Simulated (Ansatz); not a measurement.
Computed with Ansatz on PBE0-D4/def2-TZVP structures; ΔE is electronic, products minus reactants. CCSD(T)/CBS is the MP2 limit (def2-TZVPP, def2-QZVPP) plus CCSD(T) − MP2 in def2-TZVPP, frozen cores. This one scheme is used for every species. Functionals use def2-TZVPP. For Se outer-core shells are correlated without core-valence functions, which leaves a few kJ/mol of doubt a bond. Scalar relativity is left out up to krypton. Each species was taken in one conformer, which may not be the lowest.

Reaction (formal hydrolysis of a C–C bond): `C=CC#C[SeH]` + H₂O → `OC#C[SeH]` + ethylene

`C=CC#C[SeH]`:

Cartesian coordinates in Å:
```
C -0.845 -1.204 1.280
C -0.956 -0.695 0.053
C -0.050 0.219 -0.529
C 0.715 1.002 -1.045
Se 1.780 2.175 -1.933
H -0.022 -0.938 1.932
H -1.582 -1.902 1.656
H -1.796 -0.984 -0.575
H 2.755 2.326 -0.840
```

H₂O:

Cartesian coordinates in Å:
```
O -0.098 0.374 0.044
H 0.770 0.017 -0.156
H -0.673 -0.391 0.113
```

`OC#C[SeH]`:

Cartesian coordinates in Å:
```
O 1.500 -1.052 0.967
C 0.511 -0.504 0.328
C -0.458 -0.006 -0.186
Se -1.935 0.569 -1.077
H 2.323 -0.935 0.476
H -1.942 1.929 -0.509
```

`C=C`:

Cartesian coordinates in Å:
```
C -0.183 0.106 -0.627
C 0.183 -0.106 0.627
H -0.868 -0.560 -1.141
H 0.186 0.955 -1.192
H 0.868 0.560 1.141
H -0.186 -0.955 1.192
```

CCSD(T)/CBS gives +101.5 kJ/mol.

Problem. Another level gave +85.7 kJ/mol. Which?
A. MP2/def2-TZVPP
B. B2PLYP/def2-TZVPP
C. SCS-MP2/def2-TZVPP
D. ωB97M-V/def2-TZVPP

Solution. D. ωB97M-V 85.7, B2PLYP 93.8, MP2/def2-TZVPP 107.8, SCS-MP2/def2-TZVPP 100.6 kJ/mol.

Largest T1 diagnostic among the species: 0.012.

In def2-TZVPP, CCSD(T) changes the Hartree–Fock value by +17.9 kJ/mol (the triples alone add +3.3 kJ/mol) and MP2 by +29.3 kJ/mol. The D4 term adds +4.6 kJ/mol with B3LYP and +2.7 kJ/mol with PBE0; it sums over pairs of atoms, weighted by their polarisabilities, and B3LYP, whose exchange is more repulsive, gets the larger term.

B3LYP here is the variant with VWN-RPA as its local correlation; programs differ in this.
